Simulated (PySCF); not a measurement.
GaCl2H.
Geometry (PBE0-D3(BJ)/def2-SVP, Å), atoms numbered from 1 in this order:
```
atom  x, y, z in Å
Ga1   -0.1017   -0.1608   -0.0008
Cl2    2.0347   -0.1345    0.0157
Cl3   -1.0142    1.7708   -0.0176
H4    -0.9188   -1.4755    0.0027
```

Theory: TDDFT wB97X-D/def2-SVPD, vertical, gas phase, core orbitals frozen in the response in PySCF 2.14.0, density-fitted response routines. The wB97X-D/def2-SVPD calculation is non-relativistic and has no spin–orbit coupling, an omission that weighs most on gallium.

Question: List the vertical singlet excitations with oscillator strengths and describe the spectrum.

Answer: 

```
state  E (eV)  E (kJ/mol)  λ (nm)       f  |μ| (D)  symmetry   main configurations (H = HOMO, L = LUMO)
   S1    6.19         598   200.2  0.0045     0.44  B1 or B2                                H-1→L (98%)
   S2    6.24         602   198.7  0.0000     0.02         –                                  H→L (98%)
   S3    6.70         647   185.0  0.0094     0.61  B1 or B2                   H-2→L (72%), H→L+1 (24%)
   S4    7.03         678   176.5   0.080     1.73  B1 or B2                   H→L+1 (68%), H-2→L (21%)
   S5    7.06         681   175.7  0.0004     0.13         –                              H-2→L+1 (95%)
   S6    7.09         684   175.0   0.052     1.39        A1                 H-1→L+1 (74%), H-3→L (20%)
   S7    7.36         710   168.5   0.076     1.65        A1                 H-3→L (74%), H-1→L+1 (16%)
   S8    7.59         732   163.3   0.029     1.00  B1 or B2                 H-3→L+1 (74%), H-4→L (20%)
   S9    7.71         744   160.9   0.047     1.27  B1 or B2                 H-4→L (78%), H-3→L+1 (19%)
  S10    7.83         755   158.4  0.0000     0.02         –                                H-5→L (97%)
  S11    8.64         833   143.5   0.044     1.16        A1  H→L+3 (40%), H-4→L+1 (31%), H-1→L+2 (22%)
  S12    8.80         849   141.0   0.059     1.33  B1 or B2  H-1→L+3 (35%), H-5→L+1 (30%), H→L+2 (28%)
  S13    8.97         866   138.2   0.121     1.89  B1 or B2                 H-5→L+1 (44%), H→L+2 (43%)
  S14    9.03         871   137.3   0.064     1.37        A1               H-1→L+2 (64%), H-4→L+1 (21%)
  S15    9.14         882   135.7  0.0001     0.06         –               H-2→L+2 (79%), H-3→L+3 (13%)
```

Triplets (Tamm–Dancoff): T1 5.96 eV, H-1→L (95%); T2 6.15 eV, H→L (98%); T3 6.26 eV, H-2→L (96%); T4 6.37 eV, H-1→L+1 (90%).

The lowest singlet comes at 200 nm (598 kJ/mol) in the ultraviolet; it is very weak; its leading configuration is HOMO-1→LUMO (98%). The most intense listed level is S13 at 8.97 eV (138 nm, f = 0.121), 2.78 eV above S1. Löwdin shares by element: HOMO chlorine 96%; LUMO gallium 59%, chlorine 30%, hydrogen 11%. Weighted by f, the mean energy of these states is 8.07 eV. The oscillator strengths of these states sum to 0.586; summed over the whole spectrum of an exact calculation they would give the number of electrons, 66 (Thomas–Reiche–Kuhn). Orbital energies (eV): HOMO-3 -11.89, HOMO-2 -11.35, HOMO-1 -11.17, HOMO -11.12, LUMO -0.18, LUMO+1 0.45, LUMO+2 1.47. Symmetry labels in C2v follow from the direction of the transition dipole and are given only for states with f of 0.002 or more; B1 and B2 swap with the choice of axes. Only the lowest 15 singlets were computed, as vertical energies without vibronic structure.
